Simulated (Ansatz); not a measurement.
`[F][Ge][Br]` and `[F][Ge][SH]` differ in one atom or group.

Ansatz, PBE0-D4/def2-TZVP geometries, multiplicity 1. Each molecule was computed in one conformer, which needn't be the lowest.

Outer-core shells of Br, Ge are correlated without core-valence functions. Scalar relativity is left out up to krypton. Spin–orbit coupling is left out.

```csv
property,`[F][Ge][Br]`
HOMO–LUMO gap (PBE0/def2-TZVPP) / eV,5.25
LUMO energy (PBE/def2-TZVPP) / eV,-3.66
zero-point energy (PBE0-D4/def2-TZVP) / kJ/mol,6.9
LUMO energy (PBE0/def2-TZVPP) / eV,-2.93
HOMO energy (PBE0/def2-TZVPP) / eV,-8.19
vertical ionisation energy (CCSD(T)/def2-TZVPP) / eV,10.46
```

What does the change do to each property? (Best estimate.)

Ansatz gave: 
| property | `[F][Ge][SH]` | shift |
| --- | --- | --- |
| HOMO–LUMO gap (PBE0/def2-TZVPP) / eV | 5.17 | -0.08 |
| LUMO energy (PBE/def2-TZVPP) / eV | -3.16 | 0.50 |
| zero-point energy (PBE0-D4/def2-TZVP) / kJ/mol | 30.0 | 23.1 |
| LUMO energy (PBE0/def2-TZVPP) / eV | -2.44 | 0.49 |
| HOMO energy (PBE0/def2-TZVPP) / eV | -7.62 | 0.57 |
| vertical ionisation energy (CCSD(T)/def2-TZVPP) / eV | 9.89 | -0.57 |

With PBE0 the HOMO rises by 0.57 eV and the LUMO rises by 0.49 eV, so the gap narrows by about 0.08 eV. PBE moves the HOMO by 0.55 eV and ωB97M-V by 0.60 eV. The zero-point energy changes by 23.1 kJ/mol with +3 modes.
